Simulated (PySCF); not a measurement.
This PySCF input asks for the NMR shieldings of C6H9OP3; the geometry comes from GFN2-xTB.

```python
import basis_set_exchange as bse
import numpy as np
from pyscf import gto, dft
from pyscf.prop import nmr

atoms = """
C    -2.666757   -1.220979   -0.391003
C    -2.473007   -0.061949    0.587005
C    -1.163967    0.620623    0.345744
P    -0.990083    2.127347   -0.394160
C     0.861164    2.045822   -0.283812
P     1.629332    1.428014    1.343618
C     1.432659    0.683876   -0.369572
O     2.394543    0.309738   -1.243523
C     3.129684   -0.820328   -0.834310
P     0.376131   -0.297193    0.775285
H    -3.603085   -1.735311   -0.189011
H    -1.849142   -1.934207   -0.293986
H    -2.682760   -0.850091   -1.413661
H    -2.495378   -0.451217    1.609686
H    -3.289221    0.655418    0.473613
H     1.415962    2.836191   -0.787296
H     3.854258   -1.023871   -1.619278
H     2.466340   -1.684280   -0.700074
H     3.643524   -0.618353    0.114274
"""
names = dict.fromkeys(["C", "P", "O", "H"], "pcSseg-1")
basis = {el: gto.basis.parse(bse.get_basis(n, elements=[el], fmt="nwchem")) for el, n in names.items()}
mol = gto.M(atom=atoms, basis=basis, charge=0, verbose=0)
mf = dft.RKS(mol, xc="PBE0")
mf.grids.level = 2
mf.grids.alignment = dft.numint.BLKSIZE   # the property module wants whole blocks of grid points
mf.conv_tol = 1e-9
mf.kernel()

calc = nmr.RKS(mf)   # GIAO
C = mf.mo_coeff
Co = C[:, mf.mo_occ > 0]
resp = mf.gen_response(singlet=True, hermi=2)
def vind(x):   # induced exchange potential for any number of trial vectors
    d = np.einsum("pi,xij,qj->xpq", C, 2 * x.reshape(-1, C.shape[1], Co.shape[1]), Co, optimize=True)
    return np.einsum("xpq,pi,qj->xij", resp(d - d.transpose(0, 2, 1)), C, Co, optimize=True).ravel()
mo1, _ = nmr.rhf.solve_mo1(calc, with_cphf=vind)
sigma = calc.kernel(mo1)
for i, s in enumerate(sigma):   # ppm
    w = np.linalg.eigvalsh((s + s.T) / 2)
    print("%2d %-2s iso %8.1f  s11 %8.1f  s22 %8.1f  s33 %8.1f" % (i, mol.atom_pure_symbol(i), w.mean(), *w))
```

Question: What are the results?

Answer: 
```
 0 C  iso    164.3  s11    149.4  s22    158.1  s33    185.5
 1 C  iso    153.0  s11    130.2  s22    163.6  s33    165.3
 2 C  iso    -54.5  s11   -264.1  s22    -30.4  s33    130.9
 3 P  iso    -27.7  s11   -435.2  s22    -97.7  s33    449.8
 4 C  iso    114.5  s11     73.2  s22    115.2  s33    155.1
 5 P  iso    337.3  s11   -509.4  s22    739.8  s33    781.5
 6 C  iso     55.3  s11     18.8  s22     37.6  s33    109.7
 7 O  iso    281.7  s11    244.0  s22    270.0  s33    331.0
 8 C  iso    126.3  s11     97.4  s22    102.2  s33    179.2
 9 P  iso    358.4  s11    179.0  s22    293.7  s33    602.6
10 H  iso     30.3  s11     25.9  s22     27.0  s33     38.0
11 H  iso     30.3  s11     25.5  s22     31.2  s33     34.1
12 H  iso     30.9  s11     27.3  s22     29.4  s33     36.0
13 H  iso     28.9  s11     24.9  s22     28.3  s33     33.5
14 H  iso     28.3  s11     22.8  s22     28.5  s33     33.6
15 H  iso     28.4  s11     22.5  s22     25.2  s33     37.4
16 H  iso     27.7  s11     23.4  s22     25.2  s33     34.4
17 H  iso     28.1  s11     23.7  s22     26.8  s33     33.7
18 H  iso     28.4  s11     24.9  s22     25.9  s33     34.3
```

These numbers come from an equivalent density-fitted implementation of the same equations, which agrees with the script to about 0.01 ppm for H and up to a few tenths of a ppm for heavy atoms, so last digits may differ.

Size and cost of the density-fitted run: 236 basis functions, of the order of 2.5 core-minutes.
